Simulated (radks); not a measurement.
Initial-state core-level shifts of the argon ion Ar2+ when its valence configuration changes from [Ne] 3s2 3p4. Method: non-relativistic Kohn-Sham, r2SCAN, spin-polarised, spherical densities, point nucleus; open shells are filled with parallel spins first; meta-GGA in the generalised Kohn-Sham scheme; computed with a radial shooting solver on a logarithmic mesh with Libxc functionals. Shifts are changes of the shell-averaged eigenvalues in eV (positive: less bound); the change of the density at the nucleus, which sets a Mossbauer isomer shift, is in e/bohr^3, on a base of 3846.

valence,1s,2s,2p,density at nucleus
3s1.5 3p4.5,-0.634,-0.620,-0.620,-8.2099
3s1 3p5,-1.278,-1.248,-1.247,-16.3253
3p6,-2.661,-2.591,-2.592,-33.4741
3s0.5 3p5.5,-2.023,-1.966,-1.967,-24.9406
